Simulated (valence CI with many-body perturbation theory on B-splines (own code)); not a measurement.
Energy levels of Tm XXI

Calculated by relativistic CI+MBPT: three valence electrons over a frozen Dirac-Fock core [Kr] 4d10, radial functions for each j: 8 s, 8 p, 9 d, 9 f, 6 g, 3 h, 2 i, with the one-electron correlation potential Σ1, the two-electron term Σ2, the three-electron term Σ3, Breit, model QED; selected CI, second order for the rest (own B-spline code, finite nucleus).

No measured levels were compared; by estimate terms of the open shell hold to a few per cent of their energy, and close levels can change places. Core correlation moves these levels by up to 43000 cm⁻¹, and in measured spectra 5 to 20 % of such shifts remained as error; rates that hang on mixing are uncertain with them.

Levels 1 to 45 of 64, with energies above the lowest level, 4f3 4I°_9/2. "Leading %" is the weight of the configuration and term that name the level; weights of strongly mixed levels are sums over their largest components and can fall short. In the jj column 3d3/2^4 stands for four electrons in 3d with j = 3/2.

| No. | Configuration | Term | J | E (cm⁻¹) | Leading % | Leading jj | g |
| --- | --- | --- | --- | --- | --- | --- | --- |
| 1 | 4f3 | 4I° | 9/2 | 0 | 89 | 4f5/2^3 (76 %) | 0.746 |
| 2 | 4f3 | 4I° | 11/2 | 10798 | 96 | 4f5/2^2 4f7/2 (92 %) | 0.967 |
| 3 | 4f3 | 4I° | 13/2 | 20839 | 97 | 4f5/2 4f7/2^2 (72 %) | 1.101 |
| 4 | 4f3 | 4F° | 3/2 | 28470 | 76 | 4f5/2^3 (67 %) | 0.536 |
| 5 | 4f3 | 4I° | 15/2 | 30150 | 92 | 4f5/2 4f7/2^2 (49 %) | 1.187 |
| 6 | 4f3 | 2H° | 9/2 | 32201 | 47 | 4f5/2^2 4f7/2 (70 %) | 1.007 |
| 7 | 4f3 | 4F° | 5/2 | 35545 | 90 | 4f5/2^2 4f7/2 (72 %) | 1.030 |
| 8 | 4f3 | 4S° | 3/2 | 38977 | 75 | 4f5/2^2 4f7/2 (77 %) | 1.762 |
| 9 | 4f3 | 4F° | 7/2 | 39263 | 66 | 4f5/2^2 4f7/2 (82 %) | 1.120 |
| 10 | 4f3 | 4G° | 5/2 | 43851 | 92 | 4f5/2^3 (45 %) | 0.597 |
| 11 | 4f3 | 4F° | 9/2 | 46861 | 66 | 4f5/2 4f7/2^2 (86 %) | 1.198 |
| 12 | 4f3 | 4G° | 7/2 | 47709 | 57 | 4f5/2^2 4f7/2 (74 %) | 1.017 |
| 13 | 4f3 | 2H° | 11/2 | 48927 | 81 | 4f5/2 4f7/2^2 (73 %) | 1.108 |
| 14 | 4f3 | 2K° | 13/2 | 51732 | 94 | 4f5/2^2 4f7/2 (63 %) | 0.941 |
| 15 | 4f3 | 2G° | 7/2 | 55719 | 47 | 4f5/2 4f7/2^2 (75 %) | 0.971 |
| 16 | 4f3 | 2D° | 3/2 | 57235 | 38 | 4f5/2 4f7/2^2 (67 %) | 1.116 |
| 17 | 4f3 | 4G° | 9/2 | 58143 | 87 | 4f5/2 4f7/2^2 (76 %) | 1.146 |
| 18 | 4f3 | 2K° | 15/2 | 60315 | 69 | 4f5/2^2 4f7/2 (63 %) | 1.045 |
| 19 | 4f3 | 2P° | 1/2 | 61905 | 77 | 4f5/2^2 4f7/2 (77 %) | 0.508 |
| 20 | 4f3 | 4G° | 11/2 | 65932 | 68 | 4f7/2^3 (35 %) | 1.208 |
| 21 | 4f3 | 2D° | 5/2 | 66826 | 87 | 4f5/2 4f7/2^2 (60 %) | 1.187 |
| 22 | 4f3 | 2G° | 9/2 | 68037 | 59 | 4f7/2^3 (80 %) | 1.130 |
| 23 | 4f3 | 4D° | 5/2 | 71834 | 56 | 4f5/2^2 4f7/2 (59 %) | 1.265 |
| 24 | 4f3 | 4D° | 3/2 | 72496 | 58 | 4f5/2^2 4f7/2 (75 %) | 1.083 |
| 25 | 4f3 | 2I° | 11/2 | 74849 | 72 | 4f5/2^2 4f7/2 (55 %) | 0.990 |
| 26 | 4f3 | 4D° | 1/2 | 78751 | 77 | 4f5/2 4f7/2^2 (77 %) | 0.151 |
| 27 | 4f3 | 2D° | 3/2 | 79091 | 44 | 4f7/2^3 (53 %) | 1.077 |
| 28 | 4f3 | 2L° | 15/2 | 80919 | 76 | 4f5/2 4f7/2^2 (51 %) | 0.970 |
| 29 | 4f3 | 2I° | 13/2 | 82626 | 97 | 4f5/2 4f7/2^2 (92 %) | 1.070 |
| 30 | 4f3 | 4D° | 7/2 | 84545 | 95 | 4f5/2 4f7/2^2 (69 %) | 1.412 |
| 31 | 4f3 | 2L° | 17/2 | 85254 | 100 | 4f5/2 4f7/2^2 (100 %) | 1.057 |
| 32 | 4f3 | 2H° | 9/2 | 86521 | 91 | 4f5/2 4f7/2^2 (47 %) | 0.928 |
| 33 | 4f3 | 2D° | 3/2 | 93563 | 66 | 4f5/2 4f7/2^2 (54 %) | 0.947 |
| 34 | 4f3 | 2F° | 5/2 | 93782 | 44 | 4f5/2 4f7/2^2 (79 %) | 1.086 |
| 35 | 4f3 | 2H° | 11/2 | 95993 | 71 | 4f7/2^3 (55 %) | 1.060 |
| 36 | 4f3 | 2D° | 5/2 | 107830 | 49 | 4f7/2^3 (71 %) | 1.051 |
| 37 | 4f3 | 2F° | 7/2 | 109390 | 91 | 4f5/2 4f7/2^2 (44 %) | 1.144 |
| 38 | 4f3 | 2G° | 9/2 | 122300 | 96 | 4f5/2 4f7/2^2 (70 %) | 1.103 |
| 39 | 4f3 | 2G° | 7/2 | 125780 | 94 | 4f5/2 4f7/2^2 (50 %) | 0.902 |
| 40 | 4f3 | 2F° | 7/2 | 170140 | 95 | 4f5/2^2 4f7/2 (44 %) | 1.134 |
| 41 | 4f3 | 2F° | 5/2 | 174990 | 100 | 4f5/2 4f7/2^2 (86 %) | 0.856 |
| 42 | 4f2 5s | 4H | 7/2 | 428730 | 93 | 4f5/2^2 5s (93 %) | 0.680 |
| 43 | 4f2 5s | 4H | 9/2 | 433120 | 71 | 4f5/2^2 5s (83 %) | 0.969 |
| 44 | 4f2 5s | 4F | 3/2 | 442920 | 93 | 4f5/2^2 5s (79 %) | 0.427 |
| 45 | 4f2 5s | 4H | 11/2 | 444500 | 92 | 4f5/2 4f7/2 5s (94 %) | 1.127 |

Names give the largest LS component (configuration and term), which can be under half, so a name can repeat, a term be missing and a line seem to break the LS rules; names also repeat where a configuration has a term twice.

Where two levels of one J and parity lie close, their mixing, g and order are uncertain.

The ionisation energy to 4f2 3H_4 of the next ion comes out as 527.3 eV (NIST: 530 ± 30 eV (theoretical)). All 64 levels together are meant to be complete up to 515610 cm⁻¹.
